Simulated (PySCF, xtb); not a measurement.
1-bromo-1-methylcyclopropane (C₄H₇Br), SMILES CC1(Br)CC1.

Harmonic wavenumbers (cm⁻¹) from GFN2-xTB (xtb 6.7.1) at its own minimum, in rising order: 188, 258, 276, 286, 368, 467, 793, 844, 904, 956, 957, 1060, 1075, 1101, 1106, 1140, 1177, 1373, 1413, 1432, 1477, 1480, 1488, 3014, 3022, 3028, 3082, 3085, 3095, 3108.

**Question.** What does r2SCAN-D4/def2-SVP (PySCF) give at its own minimum? (The exact figures need the calculation; the answer reports its results.)

**Answer.** 245, 270, 293, 303, 377, 481, 760, 816, 870, 937, 938, 1019, 1054, 1060, 1114, 1167, 1199, 1332, 1395, 1419, 1447, 1464, 1479, 3032, 3124, 3126, 3131, 3140, 3227, 3236. Paired by order, the mean absolute difference is 38 cm⁻¹ and the zero-point energies are 61.5 and 62.1 kcal/mol.
